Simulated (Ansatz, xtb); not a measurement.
**Isomers of C4H4BCl3 in order of energy**

3 gas-phase structures of C4H4BCl3, from a drawn sample of its isomers (lower ones may exist). Each was relaxed with GFN2-xTB; where two conformers were screened, the lower at r2SCAN-D4/def2-SVP is listed:

A. `C#C[C@H](CCl)B(Cl)Cl`, a singlet
B. `ClB(Cl)[C@@H]1CC=C1Cl`, a singlet
C. `ClB(Cl)[C@@]12C[C@@H]1[C@@H]2Cl`, a singlet

Question: Estimate their order in r2SCAN-D4/def2-SVP energy at these geometries, lowest first.

Answer: Calculated order at r2SCAN-D4/def2-SVP: B (0.000), C (0.208), A (0.628) eV.

Energies above the lowest of each column, in eV; the last columns are at B3LYP-D3(BJ)/def2-SVP geometries:

| structure | GFN2-xTB | HF/STO-3G | r2SCAN-D4/def2-SVP | B3LYP-D3(BJ)/def2-SVP | CCSD(T)/def2-SVP + ΔMP2/def2-TZVPP |
| --- | --- | --- | --- | --- | --- |
| B | 0.000 | 0.000 | 0.000 | 0.000 | 0.000 |
| C | 0.390 | 0.613 | 0.208 | 0.363 | 0.368 |
| A | 0.798 | 0.723 | 0.628 | 0.472 | 0.350 |

Every level run on B puts it lowest or level with the lowest. CCSD(T)/def2-SVP + ΔMP2/def2-TZVPP orders those it was run on as B (0.000), A (0.350), C (0.368) eV. Less than 1 kcal/mol parts A and C, so the order within that pair means little. Flexible structures stand in one conformer each, not always the lowest. ΔMP2 is the change of the MP2 energy from the smaller to the larger basis.

Programs: Ansatz 0.2.0, xtb 6.7.1.
